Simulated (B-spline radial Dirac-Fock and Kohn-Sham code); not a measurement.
Method: Dirac-Fock ΔSCF + Breit + QED. Computed with a radial atomic solver. Correlation energy is missing from these numbers.

Question: An atom or ion in its tabulated ground configuration has these computed binding energies (the last is its least bound level). Which is it?

```
level  binding energy (eV)
   1s              33717.1
2p1/2               5397.1
   3s               1590.9
3d3/2               1148.8
3d5/2               1136.9
   4s                636.8
   4p                573.2
```

Answer: I¹⁹⁺: Z = 53 with 34 electrons, [Ar] 3d10 4s2 4p4. The hydrogen-like estimate √(E/Ry) = 49.8 for the K level lies 3.2 below Z (screening lowers it, relativity raises it); the outermost level, at 573.2 eV, fixes the charge.

Question: Identify the element and charge state from the binding energies below (tabulated ground configuration; the least bound level is included).

```
level  binding energy (eV)
    K              15640.5
   L2               2303.3
   L3               2243.2
   M1                702.2
   M2                625.6
   M3                614.8
 M4,5                497.1
```

Answer: Rb¹⁴⁺: Z = 37 with 23 electrons, [Ar] 3d5. The hydrogen-like estimate √(E/Ry) = 33.9 for the K level lies 3.1 below Z; the outermost level, at 497.1 eV, fixes the charge.
